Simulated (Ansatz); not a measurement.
Spin states of Cs₂H₂ (the lowest singlet isomer of a short search), each relaxed with PBE0-D4/def2-TZVP in Ansatz. Electronic energies in the gas phase.

In the def2 sets Cs takes a core potential; there is no spin–orbit coupling. Correlated methods freeze no core orbitals; core or outer-core shells of Cs are correlated, in sets that lack core-valence functions. In the triplet geometry the species has come apart into loosely held pieces. In the triplet, H3 and H4 lie 0.75 Å apart (atoms count from 1), so H2 has formed as a molecule. In the quintet geometry the species has come apart into loosely held pieces. The structure comes from a short search, and lower isomers may exist.

Singlet geometry:

```xyz
4

Cs    1.6851    0.3420   -1.2414
Cs   -1.6848   -0.3430    1.2414
H     0.6392    1.0852    1.1672
H    -0.6395   -1.0842   -1.1672
```

Triplet geometry (C2v within 0.1 Å):

Cartesian coordinates in Å:
```
Cs 0.8630 0.3762 -3.1969
Cs -2.0519 -2.0958 1.5822
H 0.8790 0.6211 0.8575
H 0.3099 1.0985 0.7572
```

Quintet geometry:

```xyz
4

Cs   -2.110    1.039   -2.532
Cs    2.121   -1.017    2.532
H    -1.006    0.513    1.049
H     0.995   -0.535   -1.048
```

⟨S²⟩: triplet 2.00 at PBE0-D4/def2-TZVP (pure 2.00), quintet 6.00 at PBE0-D4/def2-TZVP (pure 6.00).

Run but left out: GFN1-xTB (tight binding far off the other levels).

Only these spin states were relaxed. The triplet has fallen apart into loose fragments. The quintet has fallen apart into loose fragments. The triplet has other bonds than the singlet, so the gap mixes isomer and spin. The quintet has other bonds than the singlet, so the gap mixes isomer and spin.

```tsv
level	triplet − singlet (kJ/mol)	quintet − singlet (kJ/mol)	lowest of these
HF/def2-TZVP	-47.1	323.3	triplet
HF/def2-TZVPP	-41.7	329.7	triplet
r2SCAN-D4/def2-TZVP	34.0	491.8	singlet
B97M-V/def2-TZVP	63.6	531.2	singlet
r2SCANh-D4/def2-TZVP	30.1	486.0	singlet
PBE0-D4/def2-TZVP	11.2	431.6	singlet
PBE-QIDH/def2-TZVP	8.9	465.3	singlet
RPA@PBE/def2-TZVP	-51.6	418.8	triplet
MP2/def2-TZVP	-41.9	404.2	triplet
MP2/def2-TZVPP	-4.9	451.4	triplet
CCSD/def2-TZVPP	11.2	486.8	singlet
CCSD(T)/def2-TZVPP	12.6	488.6	singlet
```

Change of the quintet − singlet gap on mixing in exact exchange, in kJ/mol: r2SCAN to r2SCANh (10 % exact exchange) -5.8.
